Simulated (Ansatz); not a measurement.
Consider the formal exchange of groups at a Zn–Br bond: `[ZnH][Br]` + `[F][GaH2]` → `[F][GaH][ZnH]` + HBr.

Program: Ansatz. Geometries: PBE0-D4/def2-TZVP. ΔE: electronic, gas phase. CCSD(T)/CBS is the MP2 limit (def2-TZVPP, def2-QZVPP) plus CCSD(T) − MP2 in def2-TZVPP, frozen cores. Functionals use def2-TZVPP. HSE06 is defined as in plane-wave codes. For Br, Ga, Zn outer-core shells are correlated without core-valence functions, which leaves a few kJ/mol of doubt a bond. Scalar relativity is left out up to krypton.

(1) Is it downhill or uphill in electronic energy at CCSD(T)/CBS, and by how much? (Best estimate.)

(2) What do these levels give: r2SCAN-D4, B97M-V, HSE06-D4, LC-ωPBE, MP2/def2-SVP, CCSD/CBS(def2)? (Best estimate.)

Largest T1 diagnostic among the species: 0.016.

Answers

(1) Computed: Uphill: ΔE = +1.17 eV.

(2) Ansatz gave: r2SCAN-D4 1.18, B97M-V 1.18, HSE06-D4 1.11, LC-ωPBE 1.20, MP2/def2-SVP 1.22, CCSD/CBS(def2) 1.20 eV.

From BLYP to BHLYP (50 % exact exchange), in def2-TZVPP and without D4, ΔE moves by +0.21 eV. At CCSD(T), def2-SVP lies −0.07 eV from the extrapolated value and def2-TZVPP −0.02 eV. Leaving LDA and LC-ωPBE aside and taking each functional with its dispersion term where it has one, the values, not all of them listed here, spread over 0.22 eV, from BLYP-D4 to PBE-QIDH. LDA lies +0.04 eV from PBE without D4.
